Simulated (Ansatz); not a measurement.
Z-matrix (Å, degrees):
```
C
N 1 1.258
H 1 1.091 2 119.4
H 1 1.094 2 123.6 3 180.0
In 2 2.613 1 152.8 3 -0.6
H 2 1.023 1 115.8 3 -180.0
F 5 2.042 2 69.9 1 -179.3
```

Total charge 0; spin multiplicity 1. In: def2 effective core potential. The bonds changed during the relaxation, so this is another structure than the one it started from.

(1) List the PBE/def2-TZVPP orbital energies in eV (Ansatz 0.2.0). (An estimate is asked.)

Results:

(1) The calculation gave: Occupied: -656.84, -381.29, -270.93, -120.89, -78.55, -78.49, -78.31, -25.80, -23.38, -17.75, -17.73, -17.60, -17.57, -17.46, -16.06, -13.09, -11.53, -9.18, -8.94, -7.28, -7.06, -6.95, -5.56. Lowest empty: -2.55, -1.48, -0.93, 0.03, 0.59, 1.52, 2.16, 2.37.
